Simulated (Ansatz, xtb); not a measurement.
Two isomers of C5H8Cl2O

Structure a is `CC[C@H](C=O)C(Cl)Cl`, a singlet and structure b is `CC(=O)[C@H](C)C(Cl)Cl`, a singlet. Both are isolated molecules in the gas phase, relaxed with B3LYP/def2-SVP, each in the lowest conformer that the search found.

Quicker runs give these differences E(b) − E(a): GFN2-xTB −9.9 kcal/mol; HF/STO-3G −6.7 kcal/mol (at GFN2-xTB geometries); r2SCAN-D4/def2-SVP −9.3 kcal/mol (at GFN2-xTB geometries).

Q: Estimate E(b) − E(a) at the level CCSD(T)/def2-SVP + ΔMP2/def2-TZVPP.

A: Calculated at CCSD(T)/def2-SVP + ΔMP2/def2-TZVPP: E(b) − E(a) = −8.6 kcal/mol, so structure b lies lower.

How the difference moves with the method:

| level | geometry | E(b) − E(a) (kcal/mol) | departure from the last row (kcal/mol) | job, with rough time for the two |
| --- | --- | --- | --- | --- |
| GFN2-xTB | GFN2-xTB | −9.9 | −1.3 | optimisation, 0.16 s |
| HF/STO-3G | GFN2-xTB | −6.7 | +1.9 | single point, 0.44 s |
| r2SCAN-D4/def2-SVP | GFN2-xTB | −9.3 | −0.7 | single point, 4 s |
| B3LYP/def2-SVP | B3LYP/def2-SVP | −8.4 | +0.2 | optimisation, 52 s |
| HF/def2-SVP | B3LYP/def2-SVP | −8.1 | +0.5 | part of the CCSD(T) run |
| MP2/def2-SVP | B3LYP/def2-SVP | −8.2 | +0.4 | part of the CCSD(T) run |
| CCSD(T)/def2-SVP | B3LYP/def2-SVP | −7.8 | +0.8 | single point |
| CCSD(T)/def2-SVP + ΔMP2/def2-TZVPP | B3LYP/def2-SVP | −8.6 |  | single point, 1.7 min |

As drawn, both hold the same kinds of bond in the same numbers. Structure a has 1 methyl group, b 2.

None of the levels shown reverses the order. The largest departure from CCSD(T)/def2-SVP + ΔMP2/def2-TZVPP is that of HF/STO-3G, 1.9 kcal/mol. The last row adds to CCSD(T) the change of the MP2 difference between the two basis sets, here −0.8 kcal/mol.

With thermal terms from frequencies at re-optimised GFN2-xTB minima (ideal gas, soft modes damped towards free rotors, one conformer each, 298.15 K, 1 atm): the zero-point term adds −0.1 kcal/mol; ΔH is −8.6 and ΔG −8.5 kcal/mol.

The correlated steps freeze 16 core orbitals. Codes used: Ansatz 0.2.0, xtb 6.7.1; the last row on 4 threads of Arm Neoverse V2 on a shared host.
